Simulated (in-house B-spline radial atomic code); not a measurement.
Checks on a self-consistent run for Re2+, [Xe] 4f14 5d4 7g1. Method: Dirac-Hartree-Fock, average of configuration, Fermi nucleus of rms radius 5.3698 fm. Calculated with a B-spline radial code for spherical atoms.

| orbital | q | ε (Eh) | <1/r> | <r²> | small-component weight |
| --- | --- | --- | --- | --- | --- |
| 1s1/2 | 2 | -2652.08282 | 88.7082 | 0.000447938 | 0.08021 |
| 2s1/2 | 2 | -465.75823 | 21.6453 | 0.00681163 | 0.01824 |
| 2p1/2 | 2 | -444.73049 | 21.565 | 0.00487183 | 0.018266 |
| 2p3/2 | 4 | -391.71808 | 18.0315 | 0.00606514 | 0.01645 |
| 3s1/2 | 2 | -110.94543 | 7.96049 | 0.0442912 | 0.0060435 |
| 3p1/2 | 2 | -101.60493 | 7.86105 | 0.0407123 | 0.0059708 |
| 3p3/2 | 4 | -89.91839 | 6.95107 | 0.0471897 | 0.0054583 |
| 3d3/2 | 4 | -74.44740 | 6.82592 | 0.0366375 | 0.0053139 |
| 3d5/2 | 6 | -71.93601 | 6.61209 | 0.0384172 | 0.0051704 |
| 4s1/2 | 2 | -25.20349 | 3.32468 | 0.219299 | 0.0019684 |
| 4p1/2 | 2 | -21.26909 | 3.21211 | 0.226344 | 0.0018769 |
| 4p3/2 | 4 | -18.51335 | 2.91205 | 0.259262 | 0.0016979 |
| 4d3/2 | 4 | -12.04649 | 2.69368 | 0.282241 | 0.0014965 |
| 4d5/2 | 6 | -11.52868 | 2.6189 | 0.294933 | 0.001444 |
| 5s1/2 | 2 | -4.73878 | 1.2784 | 1.2334 | 0.00042906 |
| 5p1/2 | 2 | -3.44062 | 1.16216 | 1.47 | 0.00036406 |
| 5p3/2 | 4 | -3.01121 | 1.05904 | 1.71144 | 0.00031504 |
| 4f5/2 | 6 | -3.31601 | 2.1923 | 0.397054 | 0.0010589 |
| 4f7/2 | 8 | -3.21715 | 2.16144 | 0.408938 | 0.0010364 |
| 5d3/2 | 1.6 | -1.38497 | 0.781087 | 3.12437 | 0.00017722 |
| 5d5/2 | 2.4 | -1.34830 | 0.757649 | 3.29211 | 0.00016743 |
| 7g7/2 | 0.44444 | -0.09194 | 0.0614776 | 504.654 | 2.4657e-06 |
| 7g9/2 | 0.55556 | -0.09194 | 0.0614863 | 504.593 | 2.4664e-06 |

Electron-electron repulsion V_ee = 6135.7983 hartree.

(1) What total energy follows from the eigenvalues?

(2) Does the Dirac virial theorem hold?

(3) What diamagnetic shielding (Lamb formula) and susceptibility (Langevin formula) do the radii give?

## Answers

(1) The eigenvalues count the repulsion twice, so E = Σqε - V_ee = -10570.133 - 6135.798 = -16705.931 hartree; the run printed -16705.931.

(2) For a point nucleus E = -2c²Σq·w, with w the small-component weight. Here Σq·w = 0.44468 and c = 137.0360, so the ratio E/(-2c²Σq·w) is 1.000279; the finite nucleus accounts for the departure from 1.

(3) σ = (α²/3)Σq<1/r> = 556.288/(3·137.036²) = 9874.4 ppm, and χ = -0.79199×10⁻⁶·Σq<r²> = -428.5×10⁻⁶ cm³/mol with Σq<r²> = 541.04 bohr². Both are non-relativistic formulas without the paramagnetism of open shells; for so heavy an element the full relativistic shielding is larger by tens of per cent.
